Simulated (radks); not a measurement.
Valence configurations of Er (all share [Xe]). All-electron calculation, scalar-relativistic Kohn-Sham, PBE, spin-polarised, spherical densities, point nucleus; open shells are filled with parallel spins first (spin-orbit coupling, left out, can overturn this in heavy ions). Program: a radial shooting solver on a logarithmic mesh with Libxc functionals. Order these by energy: 4f10 5d2 6s2; 4f10 5d1 6s2 6p1; 4f11 6s2 6p1; 4f10.5 5d1.5 6s2; 4f12 6s1 6p1; 4f10 6s2 6p2; 4f12 6s2; 4f12.5 6s0.5 6p1; 4f11 5d1 6s2.

Answer. From the lowest, in eV above it: 4f12 6s2 0.000; 4f12 6s1 6p1 2.273; 4f11 5d1 6s2 3.503; 4f12.5 6s0.5 6p1 3.547; 4f11 6s2 6p1 4.910; 4f10.5 5d1.5 6s2 6.934; 4f10 5d2 6s2 11.577; 4f10 5d1 6s2 6p1 14.311; 4f10 6s2 6p2 18.317. NIST lists [Xe] 4f12 6s2 as the ground configuration; this level of theory agrees among the configurations tried. The energies are those of spherical high-spin densities, not of single terms. No valid solution was reached for [Xe] 4f12.5 6s1.5.
